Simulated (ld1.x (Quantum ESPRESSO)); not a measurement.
Results of a calculation; reference values are marked as such.
**Potentials for P (Z = 15) compared**

Generated with ld1.x 7.5 (TM, RRKJ, ultrasoft, PAW), atompaw 4.2 or ONCVPSP 4.0.1. The cutoff is in Ry: for ld1.x and atompaw files where the sum of valence levels is converged to 10 mRy in a Bessel basis, for ONCV files where the hardest occupied wave has 1 mHa per electron of residual kinetic energy. The error is the largest all-electron minus pseudo excitation energy over each file’s own four to seven test configurations (ionisations up to +4, promotions, holes and added fractions of an electron), all of which were solved. The labels leave out finer settings (local radius, basis sizes, second energies), which also bear on the numbers. Spin-polarised tests are not counted. The rows are a selection from randomly drawn settings: files with unsolved tests, undetermined cutoffs or missed reference levels are left out.

| potential | cutoff (Ry) | largest error (meV) | bound ghosts |
| --- | --- | --- | --- |
| ultrasoft, PBEsol, non-relativistic, rc 1.60/2.10 (sp), local smoothed, core correction no, reference 3s1.5 3p3.5 | 15 | +48 | none |
| ultrasoft, LDA (PZ), scalar-relativistic, rc 1.75/1.65/1.60 (spd), local smoothed, core correction no, reference 3s2 3p2.5 | 12 | +108 | none |
| TM, LDA (PZ), scalar-relativistic, rc 1.45/1.80/1.75 (spd), local smoothed, core correction no, reference 3s2 3p2.5 | 21 | +507 | none |
| ultrasoft, PBEsol, scalar-relativistic, rc 1.45/1.80 (sp), local smoothed, core correction yes, reference 3s2 3p3 | 18 | -48 | none |
| RRKJ, PBE, non-relativistic, rc 1.70/1.95 (sp), local smoothed, core correction no, reference 3s2 3p3 | 40 | +288 | none |
| TM, BLYP, scalar-relativistic, rc 1.05/1.60/1.50 (spd), local s, core correction yes, reference 3s2 3p3 | 80 | +284 | none |
| TM, LDA (PZ), non-relativistic, rc 1.05/1.95/1.75 (spd), local s, core correction no, reference 3s2 3p3 | 80 | +258 | none |

Problem. Fill in the row for P: PAW, PBEsol, scalar-relativistic, rc 0.85/0.95 (sp), local smoothed, core correction yes, reference 2s2 2p6 3s1.75 3p3.25.

Solution. cutoff 160 Ry, largest error +74 meV, bound ghosts: none.
